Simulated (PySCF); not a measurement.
## Electron correlation in Nb²⁺ (niobium, charge +2)

[Kr] 4d2 5s1, high-spin 4F determinant (an excited configuration). Computed with PySCF 2.14 in def2-TZVPPD with the def2 core potential (28 electrons), with scalar relativity through the core potential. Frozen: nothing; 11 electrons correlated.

```csv
level,correlation energy (mhartree)
CCSD,-257.32
(T),-5.70
CCSD(T),-263.02
```

Diagnostics: T1 = 0.0068, D1 = 0.0242, largest double amplitude 0.024.

Cost of the coupled-cluster step: roughly 7 core-seconds, for 11 correlated electrons.

The basis has no tight functions for the innermost shells, so their pair energies are far from complete.

This basis was not built for core-valence correlation, so the inner-shell part is incomplete.
